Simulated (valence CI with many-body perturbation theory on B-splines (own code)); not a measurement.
# Questions on P

Computed by valence CI with perturbative core correlation (CI+MBPT): five valence electrons over a frozen Dirac-Fock core [Ne], a basis of 9 s, 9 p, 8 d, 6 f, 3 g, 1 h functions for each j, with the one-electron correlation potential Σ1 (screened to all orders), the two-electron term Σ2, the three-electron term Σ3, Breit, model QED; selected single and double excitations, second order for the rest, scaled by the run's own slope (own B-spline code, finite nucleus).

Against 25 measured levels this calculation errs by 56 cm⁻¹ on average and by 186 at most. These come from a selection out of the NIST Handbook of Basic Atomic Spectroscopic Data. Levels without a partner in it may be off by more. Among the levels kept, up to 2600 cm⁻¹ of a level comes from second order outside the variational space, and about a tenth of that is noise between levels of different J, which matters for small intervals.

Rates and lifetimes use the calculated energies. Strong lines usually hold to 10 to 20 %, long lifetimes can be off by a factor of two.

Problem. What is the ground level?

Solution. 3s2 3p3 4S°_3/2, composition 93 % 3s2 3p3 4S°, g = 2.002.

Problem. How well does LS coupling describe the low levels?

Solution. Among the lowest 20 levels the leading LS term, summed over configurations, holds 100 % on average. For single configurations the figures are 86 % in LS and 55 % in jj coupling. Terms hardly mix: every one of these levels is at least 95 % one term.

Problem. What is the ionisation energy?

Solution. 10.469 eV; NIST lists 10.4867 eV (measured).

Problem. Among levels below 75161 cm⁻¹, which E1 lines absorb most strongly from the ground level?

Solution. to 3s2 3p2 3d 4P_5/2 at 138.0 nm, f = 0.255; to 3s2 3p2 4s 4P_5/2 at 177.6 nm, f = 0.144; to 3s2 3p2 4s 4P_3/2 at 178.4 nm, f = 0.0963.

Problem. Where does the other parity begin?

Solution. At 3s2 3p2 4s 4P_1/2, 55875 cm⁻¹.

Problem. What are the static dipole polarisabilities of the lowest levels?

Solution. 3s2 3p3 4S°_3/2 24.3; 3s2 3p3 2D°_3/2 26.3 (tensor -0.65); 3s2 3p3 2D°_5/2 26.6 (tensor -0.69); 3s2 3p3 2P°_1/2 28.2 bohr³, of which the core gives 0.106. The recommended value for the atom is 25 ± 1 bohr³ (Schwerdtfeger and Nagle, table of static dipole polarizabilities (2023 update)).

Problem. Name the longest-lived excited levels whose lifetime is computed, and their main decay.

Solution. 3s2 3p3 2D°_5/2 at 11519 cm⁻¹ lives 11600 s, mostly by E2 to 3s2 3p3 4S°_3/2; 3s2 3p3 2D°_3/2 at 11483 cm⁻¹ lives 6110 s, mostly by M1 to 3s2 3p3 4S°_3/2; 3s2 3p3 2P°_1/2 at 18850 cm⁻¹ lives 7.19 s, mostly by E2 to 3s2 3p3 2D°_3/2.
